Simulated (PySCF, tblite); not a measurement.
Isomers of C7H12SSi, one GFN2-xTB conformer each. Single-point energies are computed at PBE0/pcSseg-1 (PySCF, gas phase, no added dispersion term), electronic only.

Question: Rank them by PBE0/pcSseg-1 energy, lowest first (kJ/mol).
A. `[CH:1]#[C:2][Si@:3]1([CH3:4])[CH2:5][C@@H:6]([S:7][CH3:8])[CH2:9]1` with C5–C6–S7–C8 -173°, C2–Si3–C5–C6 -97°, Si3–C5–C6–S7 -136°, C5–C6–C9–Si3 14°, C2–Si3–C9–C6 98°
B. `[CH3:1][C:2]#[C:3]/[CH:4]=[CH:5]/[SiH2:6][S:7][CH2:8][CH3:9]` with C4–C5–Si6–S7 2°, C5–Si6–S7–C8 159°, Si6–S7–C8–C9 69°
C. `[CH2:1]=[CH:2][CH:3]([CH:4]=[CH2:5])/[CH:6]=[CH:7]\[S:8][SiH3:9]` with C1–C2–C3–C4 119°, C2–C3–C4–C5 -13°, C2–C3–C6–C7 122°, C6–C7–S8–Si9 -171°
D. `[CH2:1]=[CH:2][CH:3]([CH:4]=[CH2:5])/[CH:6]=[CH:7]/[S:8][SiH3:9]` with C1–C2–C3–C4 -130°, C2–C3–C4–C5 27°, C2–C3–C6–C7 117°, C6–C7–S8–Si9 11°

Answer: B (0.0), A (9.0), C (27.2), D (28.2).

As drawn, the lowest has a C≡C bond and an Si–C bond, which the highest lacks. Neighbours under 10 kJ/mol apart (CC#C/C=C/[SiH2]SCC and C#C[Si@]1(C)C[C@@H](SC)C1; C=CC(C=C)/C=C\S[SiH3] and C=CC(C=C)/C=C/S[SiH3]) can change places with a better method, another conformer or zero-point energy. C=CC(C=C)/C=C\S[SiH3] and C=CC(C=C)/C=C/S[SiH3] are stereoisomers, 1.0 kJ/mol apart in the conformers taken. GFN2-xTB itself gives, in the same order: 3.3, 138.2, 2.3, 0.0. GFN2-xTB puts C=CC(C=C)/C=C/S[SiH3] lowest instead; measured from each level's own lowest isomer, the values differ by up to 129.2 kJ/mol (C#C[Si@]1(C)C[C@@H](SC)C1: 138.2 against 9.0).

Question: Which frontier levels, dipoles and rotational constants go with these structures?

Answer: 
| SMILES | HOMO (eV, PBE0/pcSseg-1) | LUMO (eV) | dipole (D) | A, B, C (MHz) |
| --- | --- | --- | --- | --- |
| CC#C/C=C/[SiH2]SCC | -6.70 | -1.11 | 1.19 | 4418, 349.8, 330.6 |
| C#C[Si@]1(C)C[C@@H](SC)C1 | -6.13 | -0.12 | 1.72 | 2247, 593.5, 535.8 |
| C=CC(C=C)/C=C\S[SiH3] | -6.40 | -0.32 | 1.50 | 2442, 490.9, 450.1 |
| C=CC(C=C)/C=C/S[SiH3] | -6.45 | -0.31 | 1.28 | 1807, 553.1, 537.0 |

Question: What happens when harmonic zero-point energies from GFN2-xTB frequencies are added?

Answer: 
```json
{"SMILES": "CC#C/C=C/[SiH2]SCC", "ZPE (kJ/mol)": "423.5", "electronic (kJ/mol)": "0.0", "with ZPE (kJ/mol)": "0.0"}
{"SMILES": "C#C[Si@]1(C)C[C@@H](SC)C1", "ZPE (kJ/mol)": "434.4", "electronic (kJ/mol)": "9.0", "with ZPE (kJ/mol)": "19.9"}
{"SMILES": "C=CC(C=C)/C=C\\S[SiH3]", "ZPE (kJ/mol)": "417.3", "electronic (kJ/mol)": "27.2", "with ZPE (kJ/mol)": "21.0"}
{"SMILES": "C=CC(C=C)/C=C/S[SiH3]", "ZPE (kJ/mol)": "418.1", "electronic (kJ/mol)": "28.2", "with ZPE (kJ/mol)": "22.8"}
```

The zero-point energies span 17.1 kJ/mol. The order is unchanged.
